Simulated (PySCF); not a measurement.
A series of related molecules.

All values: wB97X-D/def2-SVPD (PySCF) at GFN2-xTB geometries, gas phase, one conformer each. Core orbitals are frozen in the response; Δα² is half the sum of the squared differences of the principal polarisabilities.

Question: Rank by HOMO–LUMO gap, lowest first.
A. `C=CC(=C)CCl`
B. `C=CC(=C)C(=O)O`
C. `C=CC(=C)NC=O`

Answer: B (8.92 eV), C (9.13 eV), A (9.40 eV).

Question: Rank by mean static polarisability, highest first.
A. `C(=C)(C=C)C(=O)O`
B. `C=CC(=C)/C=N\C`
C. `O=CNC(C=C)=C`
D. `C=CC(=C)N=C`
E. `C=CC(=C)F`

Answer: B (12.26 Å³), C (11.25 Å³), D (10.76 Å³), A (10.40 Å³), E (8.03 Å³).

Question: Rank by dipole moment, lowest first.
A. `[CH2:1]=[CH:2][C:3](=[CH2:4])[F:5]` with C1–C2–C3–C4 180°
B. `[CH2:1]=[CH:2][C:3](=[CH2:4])/[CH:5]=[N:6]\[CH3:7]` with C1–C2–C3–C4 -171°, C2–C3–C5–N6 -119°
C. `[CH2:1]=[CH:2][C:3](=[CH2:4])[NH:5][CH:6]=[O:7]` with C1–C2–C3–C4 180°, C2–C3–N5–C6 180°, C3–N5–C6–O7 0°
D. `[CH2:1]=[CH:2][C:3](=[CH2:4])[N:5]=[CH2:6]` with C1–C2–C3–C4 -175°, C2–C3–N5–C6 133°

Answer: D (1.31 D), A (1.49 D), B (1.88 D), C (3.72 D).

All values together:

```json
{"SMILES": "C=CC(=C)N=C", "formula": "C5H7N", "μ (D)": "1.31", "HOMO (eV)": "-8.37", "LUMO (eV)": "0.64", "α (Å³)": "10.76", "Δα (Å³)": "5.99", "electrons": "44", "α per electron (Å³)": "0.245"}
{"SMILES": "C=CC(=C)COC", "formula": "C6H10O", "μ (D)": "1.22", "HOMO (eV)": "-8.54", "LUMO (eV)": "0.97", "α (Å³)": "12.07", "Δα (Å³)": "6.11", "electrons": "54", "α per electron (Å³)": "0.224"}
{"SMILES": "C=CC(=C)C(=O)O", "formula": "C5H6O2", "μ (D)": "1.91", "HOMO (eV)": "-8.94", "LUMO (eV)": "-0.02", "α (Å³)": "10.40", "Δα (Å³)": "6.99", "electrons": "52", "α per electron (Å³)": "0.200"}
{"SMILES": "C=CC(=C)CCl", "formula": "C5H7Cl", "μ (D)": "1.93", "HOMO (eV)": "-8.85", "LUMO (eV)": "0.55", "α (Å³)": "11.44", "Δα (Å³)": "5.58", "electrons": "54", "α per electron (Å³)": "0.212"}
{"SMILES": "C=CC(=C)F", "formula": "C4H5F", "μ (D)": "1.49", "HOMO (eV)": "-8.86", "LUMO (eV)": "0.63", "α (Å³)": "8.03", "Δα (Å³)": "6.59", "electrons": "38", "α per electron (Å³)": "0.211"}
{"SMILES": "C=CC(=C)/C=N\\C", "formula": "C6H9N", "μ (D)": "1.88", "HOMO (eV)": "-8.82", "LUMO (eV)": "0.53", "α (Å³)": "12.26", "Δα (Å³)": "5.12", "electrons": "52", "α per electron (Å³)": "0.236"}
{"SMILES": "C=CC(=C)NC=O", "formula": "C5H7NO", "μ (D)": "3.72", "HOMO (eV)": "-8.57", "LUMO (eV)": "0.56", "α (Å³)": "11.25", "Δα (Å³)": "7.27", "electrons": "52", "α per electron (Å³)": "0.216"}
{"SMILES": "C=CC(=C)OC=O", "formula": "C5H6O2", "μ (D)": "2.00", "HOMO (eV)": "-8.88", "LUMO (eV)": "0.53", "α (Å³)": "10.40", "Δα (Å³)": "6.28", "electrons": "52", "α per electron (Å³)": "0.200"}
```

Conformers: `[CH2:1]=[CH:2][C:3](=[CH2:4])[N:5]=[CH2:6]` with C1–C2–C3–C4 -175°, C2–C3–N5–C6 133°; `[CH2:1]=[CH:2][C:3](=[CH2:4])[CH2:5][O:6][CH3:7]` with C1–C2–C3–C4 180°, C2–C3–C5–O6 180°, C3–C5–O6–C7 180°; `[CH2:1]=[CH:2][C:3](=[CH2:4])[C:5](=[O:6])[OH:7]` with C1–C2–C3–C4 180°, C2–C3–C5–O6 0°, C3–C5–O7–H 180°; `[CH2:1]=[CH:2][C:3](=[CH2:4])[CH2:5][Cl:6]` with C1–C2–C3–C4 -177°, C2–C3–C5–Cl6 -73°; `[CH2:1]=[CH:2][C:3](=[CH2:4])[F:5]` with C1–C2–C3–C4 180°; `[CH2:1]=[CH:2][C:3](=[CH2:4])/[CH:5]=[N:6]\[CH3:7]` with C1–C2–C3–C4 -171°, C2–C3–C5–N6 -119°; `[CH2:1]=[CH:2][C:3](=[CH2:4])[NH:5][CH:6]=[O:7]` with C1–C2–C3–C4 180°, C2–C3–N5–C6 180°, C3–N5–C6–O7 0°; `[CH2:1]=[CH:2][C:3](=[CH2:4])[O:5][CH:6]=[O:7]` with C1–C2–C3–C4 180°, C2–C3–O5–C6 -148°, C3–O5–C6–O7 1°.

Q: How closely does the mean polarisability follow the number of electrons in this set?

A: The correlation coefficient is 0.82; α per electron runs from 0.200 to 0.245 Å³.
